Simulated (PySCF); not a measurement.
# Reading the logs of faulty runs: ClGeH4OSi

Calculated results; nothing here was measured. The program is PySCF 2.14.0, an open-source quantum chemistry code, run on an isolated molecule that a program drew, which may never have been made. The molecule is ClGeH4OSi (charge 0, doublet), drawn as the SMILES string `[OH][GeH][SiH2]Cl`.

Each row is a Hartree-Fock (HF) and frozen-core CCSD(T) single point in the cc-pV(D+d)Z basis, meant for a local HF minimum. Run 1 is clean. Each other run has one planted mistake out of seven kinds, and not every kind appears here: one electron removed, one electron added, multiplicity raised by two, geometry at a saddle point, minimal basis STO-3G, one bond length entered in bohr, all coordinates scaled. The reference is restricted for singlets and unrestricted otherwise, and also for a bond in bohr. Adding or removing an electron swaps singlet and doublet. Electrons count all cores. HOMO and LUMO are orbital energies over both spins, the gradient is its largest component, and the lowest frequency (negative if imaginary) is given only where the gradient is small. Bond lengths are over the 7 bonds as drawn. T1 is the CCSD diagnostic: over 0.02 (restricted) or 0.045 (unrestricted) a single reference is doubtful. Germanium has the cc-pVDZ-PP basis, with a core potential (ECP10MDF) in place of its 10 inner electrons, and its 3s, 3p and 3d shells are frozen in CCSD(T).

Geometry of the clean run:
```xyz
8
ClGeH4OSi, angstrom
O     1.7669   -1.4301    0.0976
Ge    0.1099   -0.9942   -0.4246
Si   -1.3083   -1.8157    1.3365
Cl   -3.2762   -1.3894    0.8006
H     2.4284   -1.4117   -0.5794
H    -0.1645   -1.6377   -1.8013
H    -1.2084   -3.2737    1.5343
H    -1.0229   -1.1128    2.5989
```

| run | electrons | basis functions | <S^2> | HOMO (eV) | LUMO (eV) | gradient (hartree/bohr) | lowest frequency (cm^-1) | mean bond (Å) | longest bond (Å) | T1 | HF (hartree) | CCSD(T) (hartree) | mistake |
|---|---|---|---|---|---|---|---|---|---|---|---|---|---|
| 1 | 75 | 103 | 0.758 | -8.73 | 0.79 | 2.6e-05 | 43 | 1.6742 | 2.406 | 0.0154 | -1119.05648 | -1119.61768 | no fault |
| 2 | 75 | 103 | 3.766 | -4.61 | -2.79 | 3.1e-02 | - | 1.6742 | 2.406 | 0.0308 | -1118.83354 | -1119.40163 | multiplicity raised by two |
| 3 | 75 | 103 | 1.573 | -8.98 | 0.53 | 2.1e-02 | - | 1.7945 | 2.406 | 0.0551 | -1118.92537 | -1119.47584 | ? |
| 4 | 75 | 103 | 0.764 | -9.12 | 0.06 | 6.2e-02 | - | 1.8215 | 2.617 | 0.0189 | -1119.00913 | -1119.58423 | ? |

**Which mistake was planted in run 3, and what did it cost?**

The mean bond changes by a factor of 1.072 and the longest by 1.000, so the molecule wasn't scaled as a whole. A length L in bohr read as angstrom grows by (1/0.5292 - 1) L = 0.890 L. The 7 bonds together grew by 7 x 0.1203 = 0.842 Å, which gives L = 0.946 Å. That is bond O1-H5, 0.947 Å in the clean geometry. So the mistake is: one bond length entered in bohr. Subtracting run 1 and multiplying by 627.51 kcal/mol a hartree, the energy moved by 82.3 kcal/mol in HF and 89.0 kcal/mol in CCSD(T).

**Which mistake was planted in run 4, and what did it cost?**

The mean and the longest bond both change by the same factor, 1.088, and the gradient is no longer small. So the mistake is: all coordinates scaled. Subtracting run 1 and multiplying by 627.51 kcal/mol a hartree, the energy moved by 29.7 kcal/mol in HF and 21.0 kcal/mol in CCSD(T).

Cautions from the logs. Run 3: T1 is over the limit, so its CCSD(T) energy is less reliable.
